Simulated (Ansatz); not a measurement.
Input for Ansatz (a quantum-chemistry and plane-wave program): R-CCSD(T)/aug-cc-pV(D+d)Z on C3H9Al (SMILES [CH3][Al]([CH3])[CH3]). Files ending in .json are basis or fitting sets from the Basis Set Exchange.

Ansatz 0.2 input:
```yaml
crystal:
  periodic: [false, false, false]
  atoms:
    - {symbol: C, position_ang: [0.00465871, 0.65506392, -1.10180150]}
    - {symbol: Al, position_ang: [0.15315316, -0.07140477, 0.73564969]}
    - {symbol: C, position_ang: [1.93289906, -0.09291338, 1.57865918]}
    - {symbol: C, position_ang: [-1.15786005, -1.44618792, 1.29854486]}
    - {symbol: H, position_ang: [0.46203798, -0.02607496, -1.82726899]}
    - {symbol: H, position_ang: [0.52357125, 1.61294718, -1.22390372]}
    - {symbol: H, position_ang: [-1.03133044, 0.79667961, -1.42949236]}
    - {symbol: H, position_ang: [1.88038753, -0.25454227, 2.65982725]}
    - {symbol: H, position_ang: [2.48305907, 0.83886942, 1.41459742]}
    - {symbol: H, position_ang: [2.55348150, -0.89853897, 1.17156102]}
    - {symbol: H, position_ang: [-1.22614783, -1.54824823, 2.38786421]}
    - {symbol: H, position_ang: [-0.86994613, -2.43432472, 0.92419760]}
    - {symbol: H, position_ang: [-2.16942039, -1.26098833, 0.92022612]}
basis:
  gaussian:
    orbitals: aug-cc-pV_D+d_Z.json
magnetization: {spin_polarized: false}
correlation: {method: ccsd_t, electrons: outside_noble_gas}
scf: {lower_state_search: off}
```

The head of its log:

```
WARN ansatz: RAYON_NUM_THREADS=6 ignored (pool sized by the plan → 6); use --threads N
Functional definition: HF
these checks for a lower state are left out or cut short: stability, starts, cluster_reference, orbital_swaps, neighbouring_geometries, increment
integrals: 0.77 GiB planned
1809 factors; integrals over basis functions are off by at most 1.2e-3 eV
mean field: 0.75 GiB planned
mean field evaluation 1: about -9812.1491 eV, gradient 4.5e1 eV
mean field evaluation 2: about -9812.1644 eV, gradient 4.5e1 eV
mean field evaluation 4: about -9817.3762 eV, gradient 2.9e0 eV
mean field evaluation 8: about -9817.4208 eV, gradient 7.6e-2 eV
mean field -9817.42080141 eV, -360.7835599652 hartree, gradient 1.5e-6 eV, S^2 0.000000; 0 other end points of the search recorded, 0 dependent functions left out
8 core orbitals not correlated
reference -9817.42080141 eV, -360.7835599652 hartree; 12, 12 occupied and 162, 162 virtual orbitals, 1809 factors
```

Predict the final total energy.

-361.3947 hartree (reference determinant -360.7836, T1 diagnostic 0.010).
